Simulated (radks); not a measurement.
Values are calculated unless marked as measured or tabulated.
Problem. W4+, configuration [Xe] 4f14 5d1 6s1 (not the ground configuration). Code: a radial shooting solver on a logarithmic mesh with Libxc functionals. Model: scalar-relativistic Kohn-Sham, PBE, spin-polarised, spherical densities, finite nucleus; open shells are filled with parallel spins first (spin-orbit coupling, left out, can overturn this in heavy ions); Fermi nuclear charge, rms radius 5.3658 fm. Some entries of the table are withheld. Estimate them.

orbital,occ.,eigenvalue (eV),<1/r> (bohr^-1)
1s up,1,-69517.87,87.05
1s down,1,-69517.84,87.05
2s up,1,-12039.09,20.35
2s down,1,-12039.01,20.35
2p up,3,-10537.26,18.45
2p down,3,-10537.20,18.45
3s up,1,-2809.287,7.538
3s down,1,-2809.256,7.538
3p up,3,-2364.324,6.961
3p down,3,-2364.290,6.961
3d up,5,-1851.901,6.577
3d down,5,-1851.845,6.577
4s up,1,-617.2574,3.203
4s down,1,-617.1773,3.203
4p up,3,-471.2644,2.910
4p down,3,-471.1846,2.910
4d up,5,-286.0308,2.589
4d down,5,-285.9318,2.589
5s up,1,-126.1375,1.264
5s down,1,-125.3837,1.269
5p up,3,(1),1.077
5p down,3,(2),1.084
4f up,7,(3),2.089
4f down,7,(4),2.093
5d up,1,-46.8539,0.7826
5d down,0,-45.3244,0.7912
6s up,1,-40.5875,0.5351
6s down,0,-38.6738,0.5370

Solution. 
(1) 5p up eigenvalue (eV): -89.4894
(2) 5p down eigenvalue (eV): -88.4667
(3) 4f up eigenvalue (eV): -80.7277
(4) 4f down eigenvalue (eV): -80.5308
